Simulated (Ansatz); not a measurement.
Consider the cleavage of the Si–Sn bond: `[F][Sn]([F])([SiH3])[SiH3]` + `[OH][Al]([O][SiH3])[O][SiH3]` → `[SiH3][O][Al]([O][SiH3])[O][SiH3]` + `[F][SnH]([F])[SiH3]`.

Calculated with Ansatz (gas phase, PBE0-D4/def2-TZVP geometries, no zero-point term in ΔE). CCSD(T)/CBS adds triple-zeta CCSD(T) − MP2 to the extrapolated MP2 energy (def2 sets, frozen cores). DFT in def2-TZVPP. HSE06 is defined as in plane-wave codes. def2 core potentials past Kr. For Sn outer-core shells are correlated without core-valence functions, which leaves a few kJ/mol of doubt a bond. One conformer a species, not always the lowest.

| level | ΔE (kcal/mol) |
| --- | --- |
| PBE0-D4 | -14.3 |
| HSE06-D4 | -14.2 |
| PBE | -11.6 |
| BLYP | -15.3 |
| r2SCAN0 | -17.6 |
| LC-ωPBE | -17.3 |
| MP2/def2-QZVPP | -18.4 |
| HF/CBS(def2) | -26.1 |

(1) What does CCSD(T)/CBS give? (Estimate.)

Largest T1 diagnostic among the species: 0.015.

Results:

(1) Computed: -17.4 kcal/mol. The listed levels differ from it by 3.1, 3.2, 5.8, 2.1, -0.2, 0.1, -1.0, -8.7 kcal/mol.

In def2-TZVPP, CCSD(T) changes the Hartree–Fock value by +6.9 kcal/mol (the triples alone add +1.0 kcal/mol) and MP2 by +6.6 kcal/mol. From PBE to PBE0 (25 % exact exchange), in def2-TZVPP and without D4, ΔE moves by −2.7 kcal/mol.

CCSD(T)/CBS has its own doubt, a few kJ/mol and more with outer-core shells, so smaller differences from it don't rank the levels.
